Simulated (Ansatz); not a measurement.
Geometry optimisation, RKS LDA/6-31G* (Ansatz).

input.yaml

```yaml
crystal:
  periodic: [false, false, false]
  atoms:
    - { symbol: B, position_ang: [-0.2193, -2.1882, -1.2599] }
    - { symbol: C, position_ang: [-0.4586, -1.2793, 0.0277] }
    - { symbol: C, position_ang: [0.3105, -0.2509, 0.373] }
    - { symbol: C, position_ang: [1.609, 0.1895, -0.4301] }
    - { symbol: S, position_ang: [-0.0158, 0.6229, 1.896] }
    - { symbol: C, position_ang: [-1.078, 1.8778, 1.0937] }
    - { symbol: F, position_ang: [-1.5236, 2.7559, 2.0423] }
    - { symbol: H, position_ang: [-0.9858, -3.004, -1.5064] }
    - { symbol: H, position_ang: [0.6176, -1.9193, -1.9884] }
    - { symbol: H, position_ang: [0.24295, -2.82374, -0.39311] }
    - { symbol: H, position_ang: [2.0386, 1.034, 0.0819] }
    - { symbol: H, position_ang: [2.2776, -0.6509, -0.4982] }
    - { symbol: H, position_ang: [1.1587, 0.526, -1.4536] }
    - { symbol: H, position_ang: [-1.9653, 1.3698, 0.6268] }
    - { symbol: H, position_ang: [-0.495, 2.4023, 0.3359] }
basis:
  gaussian: { orbitals: "6-31G*" }
hamiltonian:
  xc: lda
relax:
  f_tol: 0.02
  max_steps: 50
```

Launched with:

```bash
$ ansatz run input.yaml --threads 2 --pin off --max-ram 3072MiB --backend cpu --events-out ev --progress --plain --runs-dir out
```

Question: Where does it end, and by what steps?

Answer: It converged. After 47 steps the energy has fallen by 4.732 eV; H12 moved furthest, 2.27 Å. Parted: B1–H9 (1.14 → 2.28 Å). Joined: C2–H9 (2.37 → 1.10 Å).

| step | energy less start (eV) | largest force component (eV/Å) | accepted |
| --- | --- | --- | --- |
| 0 | 0.0000 | 3.353 | yes |
| 2 | -1.8285 | 1.153 | yes |
| 4 | -2.6142 | 0.872 | yes |
| 6 | -3.1564 | 1.883 | yes |
| 8 | -3.5241 | 1.343 | yes |
| 10 | -3.7296 | 0.727 | yes |
| 12 | -3.8622 | 0.621 | yes |
| 14 | -4.0899 | 1.042 | yes |
| 16 | -4.3363 | 0.480 | yes |
| 18 | -4.4908 | 0.630 | yes |
| 20 | -4.5985 | 0.508 | yes |
| 22 | -4.6597 | 0.354 | yes |
| 24 | -4.6697 | 0.118 | yes |
| 26 | -4.6843 | 0.060 | yes |
| 28 | -4.6891 | 0.068 | yes |
| 30 | -4.6897 | 0.384 | no |
| 32 | -4.7001 | 0.079 | yes |
| 34 | -4.7028 | 0.309 | no |
| 36 | -4.7099 | 0.078 | yes |
| 38 | -4.7175 | 0.180 | yes |
| 40 | -4.7280 | 0.201 | yes |
| 42 | -4.7313 | 0.031 | yes |
| 44 | -4.7305 | 0.070 | no |
| 46 | -4.7315 | 0.058 | no |
| 47 | -4.7317 | 0.005 | yes |

```xyz
15
Properties=species:S:1:pos:R:3
B -0.484 -2.763 -0.719
C 0.510 -1.631 -0.801
C 0.318 -0.375 -0.294
C 1.324 0.711 -0.424
S -1.177 -0.004 0.557
C -0.918 1.706 1.049
F 0.023 1.843 2.037
H -1.538 -2.610 -0.135
H 1.484 -1.764 -1.303
H -0.258 -3.836 -1.228
H 0.979 1.490 -1.134
H 1.502 1.215 0.545
H 2.273 0.303 -0.812
H -1.902 2.048 1.426
H -0.621 2.328 0.183
```

Time of the run: 86 s on 2 threads of AMD EPYC 7B13 (Zen 3), with other jobs on the host, peak memory 0.19 GiB.
